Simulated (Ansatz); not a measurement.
Ansatz (a first-principles code) input (CCSD(T)/cc-pVTZ):

Ansatz 0.2 input:
```yaml
crystal:
  periodic: [false, false, false]
  atoms:
    - {symbol: Si, position_ang: [1.35693360, -0.00146745, -0.04150920]}
    - {symbol: Si, position_ang: [-1.05179259, 0.00113746, 0.03217480]}
    - {symbol: H, position_ang: [-1.43164850, 1.40291342, -0.25629229]}
    - {symbol: H, position_ang: [-1.38277417, -0.43938540, 1.40653663]}
    - {symbol: H, position_ang: [-1.45755147, -0.95890811, -1.01956274]}
basis:
  gaussian:
    orbitals: cc-pVTZ
total_charge: 1
magnetization: {spin_polarized: false}
correlation: {method: ccsd_t, electrons: outside_noble_gas}
```

End of the output:

```
second order -5.16481786 eV of doubles, -0.00000000 eV of singles
coupled cluster: 0.27 GiB planned
cycle   1  -5.97804080 eV  change   -8.1e-1 eV  update   8.2e-2
cycle   2  -6.33531358 eV  change   -3.6e-1 eV  update   3.4e-2
cycle   3  -6.36809252 eV  change   -3.3e-2 eV  update   1.3e-2
cycle   4  -6.36599030 eV  change    2.1e-3 eV  update   5.6e-3
cycle   5  -6.36519911 eV  change    7.9e-4 eV  update   2.3e-3
cycle   6  -6.36547376 eV  change   -2.7e-4 eV  update   9.8e-4
cycle   7  -6.36557011 eV  change   -9.6e-5 eV  update   3.1e-4
cycle   8  -6.36569184 eV  change   -1.2e-4 eV  update   9.9e-5
cycle   9  -6.36571303 eV  change   -2.1e-5 eV  update   4.4e-5
cycle  10  -6.36569962 eV  change    1.3e-5 eV  update   2.0e-5
cycle  11  -6.36570242 eV  change   -2.8e-6 eV  update   7.6e-6
perturbative correction -0.20483635 eV, -0.0075275969 hartree
Total energy: -15769.74259082 eV, -579.5273510974 hartree
```
